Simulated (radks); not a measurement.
All-electron atom: Nd25+ in [Ar] 3d10 4s2 4p5 (the NIST ground configuration). All-electron calculation, scalar-relativistic Kohn-Sham, PBE, spin-polarised, spherical densities, point nucleus; open shells are filled with parallel spins first (spin-orbit coupling, left out, can overturn this in heavy ions). Program: a radial shooting solver on a logarithmic mesh with Libxc functionals.

Normalised radial functions P(r) = r R(r), r in bohr:

r	4p up
0.001547	0.0050
0.001967	0.0076
0.002521	0.0117
0.003205	0.0177
0.004107	0.0270
0.005263	0.0411
0.00669	0.0614
0.008573	0.0920
0.0109	0.1343
0.01397	0.1948
0.0179	0.2753
0.02275	0.3721
0.02916	0.4843
0.03706	0.5863
0.0475	0.6487
0.06086	0.6133
0.07737	0.4312
0.09915	0.0654
0.126	-0.4049
0.1615	-0.8325
0.207	-0.9314
0.2631	-0.5216
0.3372	0.3436
0.4286	1.1990
0.5493	1.5776
0.7039	1.2672
0.8948	0.6661
1.147	0.2092
1.458	0.0382
1.868	0.0031

4p up: eigenvalue -891.52 eV, 2 radial nodes at r = 0.103, 0.308 bohr, <r> = 0.570 bohr, 90 % of the charge inside 0.813 bohr.
